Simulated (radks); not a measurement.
The numbers below are computed, except where a source is named.
Excited configurations of the krypton ion Kr+: one electron is placed in a higher orbital outside [Ar] 3d10 4s2 4p4. The ground configuration is [Ar] 3d10 4s2 4p5. Level of theory: Dirac Kohn-Sham, PBE, spin-unpolarised, spherical densities, point nucleus; open shells are shared between the two j in proportion to 2j + 1 (a radial shooting solver on a logarithmic mesh with Libxc functionals). Excitation = E - E(ground); binding = E(ion) - E, where the ion is the core of charge +2; n* = 2/sqrt(2 binding) in atomic units, and the quantum defect is n - n*.

outer orbital,excitation (eV),binding (eV),n*,quantum defect
5s,14.974,10.209,2.309,2.691
5p,17.595,7.588,2.678,2.322
5d,20.678,4.505,3.476,1.524
5f,22.788,2.395,4.767,0.233
6s,20.061,5.123,3.259,2.741
6p,21.015,4.168,3.613,2.387
7s,22.103,3.080,4.203,2.797
7p,22.554,2.629,4.550,2.450
7f,23.907,1.276,6.530,0.470

The Delta-SCF ionisation energy is 25.183 eV (NIST Atomic Spectra Database: 24.360 eV, measured). Self-interaction in the functional shifts the binding energies and quantum defects, so they are the method's values and not measured ones. Spin polarisation and multiplet splitting are left out, so open shells lie too high by an amount that depends on their filling. Sharing an open shell by 2j + 1 raises it above the true ground level by a part of the spin-orbit splitting, which enters the differences from NIST.

Beside tabulated values, note that spin-unpolarised runs miss the spin-polarisation part of the exchange energy of open shells.
